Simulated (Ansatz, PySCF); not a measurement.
Gas-phase reaction in SMILES: C=COC(F)(F)F [trifluoromethoxyethene] + 4 C (CH4) + O (H2O) → C=C (C2H4) [ethene] + 3 CF (CH3F) + 2 CO (CH4O) [methanol]
Structures are relaxed separately at B3LYP-D3(BJ)/def2-TZVP in Ansatz (a first-principles code), one conformer each, not searched for the lowest. Frequencies are from Ansatz or PySCF.
Geometry of the first species:
SMILES: C(F)(F)(OC=C)F
```xyz
10

C     -2.2349     0.1603    -0.0348
C     -1.4833    -0.9235     0.0330
O     -0.0991    -1.0123     0.0540
C      0.6759     0.0947     0.0027
F      1.9442    -0.3035     0.0392
F      0.4643     0.9238     1.0393
F      0.4895     0.8061    -1.1224
H     -1.8449     1.1647    -0.0849
H     -3.3073     0.0330    -0.0404
H     -1.8821    -1.9254     0.0829
```
Charge 0, spin multiplicity 1.

Property: bond separation energy (enthalpy at 298 K, with B3LYP-D3(BJ) rigid-rotor harmonic-oscillator terms), in kJ/mol. Correlated levels leave the core frozen unless marked. No spin-orbit coupling. Non-relativistic unless marked X2C. CBS marks a two-point X^-3 extrapolation of the correlation energy; Hartree-Fock from the larger set. The bracket is a focal-point correction in the basis named.

| level | program | bond separation energy (kJ/mol) |
|---|---|---|
| HF/6-31G | Ansatz | 215.0 |
| HF/6-31G* | Ansatz | 284.6 |
| HF/cc-pVTZ | Ansatz | 249.5 |
| HF/cc-pVQZ | Ansatz | 241.2 |
| PBE-D3(BJ)/def2-TZVPD | Ansatz + dftd3 | 261.3 |
| r2SCAN-D4/def2-TZVPD | Ansatz + dftd4 | 290.5 |
| PBE0-D3(BJ)/def2-TZVPD | Ansatz + dftd3 | 266.2 |
| PBE0-D4/def2-TZVPD | Ansatz + dftd4 | 268.2 |
| r2SCANh-D4/def2-TZVPD | Ansatz + dftd4 | 289.3 |
| B2GP-PLYP-D3(BJ)/def2-TZVPD | Ansatz + dftd3 | 259.6 |
| B2PLYP-D3(BJ)/def2-TZVPD | Ansatz + dftd3 | 254.8 |
| B2PLYP-D4/def2-TZVPD | Ansatz + dftd4 | 256.1 |
| RPA@PBE/cc-pVTZ | Ansatz | 255.2 |
| MP2/cc-pwCVTZ | Ansatz | 294.2 |
| SCS-MP2/6-31G* | Ansatz | 310.6 |
| CCSD/aug-cc-pVDZ | Ansatz | 236.1 |
| CCSD/cc-pwCVTZ | Ansatz | 274.9 |
| CCSD(T)/6-31G | Ansatz | 235.7 |
| X2C-CCSD(T)/cc-pVTZ-DK | Ansatz | 281.8 |
| RI-MP2/CBS(aug-cc-pVTZ,aug-cc-pVQZ)+[CCSD(T)-MP2]/aug-cc-pVTZ | Ansatz | 263.9 |
| CCSD(T)/CBS(cc-pVTZ,cc-pVQZ) | Ansatz | 268.1 |
